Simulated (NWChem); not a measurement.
Molecule: CH5BOS; SMILES SBOC

```xyz
9

B     -0.9624    -0.0476     0.0000
H     -2.1443    -0.2886     0.0000
O     -0.5799     1.2417     0.0000
C      0.7660     1.6491     0.0000
H      0.7949     2.7473     0.0000
H      1.2957     1.2803     0.8946
H      1.2957     1.2803    -0.8946
S      0.2656    -1.3887     0.0000
H     -0.6366    -2.3901     0.0000
```
Atoms are numbered in this order, from 1.

Computed with NWChem. Structure relaxed at the PBE0/def2-SVP level.

Task: Order these by “orbital gap (eV)”, lowest first: RPBE/def2-SVP; B3LYP/def2-SVP; Hartree-Fock/def2-SVP; BHandHLYP/def2-SVP.

Result: RPBE/def2-SVP (5.70), B3LYP/def2-SVP (7.41), BHandHLYP/def2-SVP (10.05), Hartree-Fock/def2-SVP (14.41)
